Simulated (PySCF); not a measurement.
I2In (SMILES [I][In+][I]), charge +1, singlet, at a GFN2-xTB geometry (such geometries of metal compounds can be far from the true shape) (core potentials on I, In). Base run: HF/def2-SVP (PySCF).

PySCF was given this input:
```python
from pyscf import gto, scf

mol = gto.M(
    atom='''
In    0.000000    0.000000    0.000000
I    -0.000000   -0.000000   -2.718546
I     0.000000    0.000000    2.718546
''',
    basis='def2-svp',
    ecp={'I': 'def2-svp', 'In': 'def2-svp'},
    charge=1,
    spin=0,
    verbose=4,
)

mf = scf.RHF(mol)
mf.kernel()
mf.analyze()
```

Each row names what was changed in the base input (with any setting that the change needs).

| change | basis functions | E (Eh) | HOMO (eV) | HOMO-LUMO gap (eV) |
|---|---|---|---|---|
| base | 78 | -782.35697 | -15.19 | 8.97 |
| basis = jorge-DZP-DKH; relativity = none (without ecp={'I': 'def2-svp', 'In': 'def2-svp'}) | 144 | -19362.04822 | -15.31 | 9.02 |
| basis = Sapporo-DKH3-DZP-2012; relativity = spin-free X2C; nucleus = Gaussian (with nucmod='G'; without ecp={'I': 'def2-svp', 'In': 'def2-svp'}) | 156 | -20102.10935 | -15.15 | 8.96 |
| basis = jorge-DZP-DKH; relativity = spin-free X2C; nucleus = Gaussian (with nucmod='G'; without ecp={'I': 'def2-svp', 'In': 'def2-svp'}) | 144 | -20086.71368 | -15.15 | 8.58 |
| basis = jorge-DZP-DKH; relativity = spin-free X2C (without ecp={'I': 'def2-svp', 'In': 'def2-svp'}) | 144 | -20087.24287 | -15.15 | 8.58 |
| basis = ANO-RCC-VDZP; relativity = spin-free X2C (without ecp={'I': 'def2-svp', 'In': 'def2-svp'}) | 129 | -20103.35923 | -15.28 | 8.86 |
| basis = Sapporo-DKH3-DZP-2012; relativity = spin-free X2C (without ecp={'I': 'def2-svp', 'In': 'def2-svp'}) | 156 | -20102.65983 | -15.15 | 8.96 |
| basis = Sapporo-DKH3-DZP-2012; relativity = none (without ecp={'I': 'def2-svp', 'In': 'def2-svp'}) | 156 | -18962.17148 | -15.79 | 10.26 |
| basis = ANO-RCC-VDZP; relativity = none (without ecp={'I': 'def2-svp', 'In': 'def2-svp'}) | 129 | -18936.61387 | -16.11 | 9.93 |
| basis = ANO-RCC-VDZP; relativity = spin-free X2C; nucleus = Gaussian (with nucmod='G'; without ecp={'I': 'def2-svp', 'In': 'def2-svp'}) | 129 | -20102.73615 | -15.28 | 8.86 |

Absolute energies of different levels of theory aren't comparable as measures of quality.

Basis sets contracted for a relativistic Hamiltonian are a mismatch without it, so the rows without relativity aren't non-relativistic limits. No row has spin-orbit coupling; sets with core potentials leave out the core electrons.
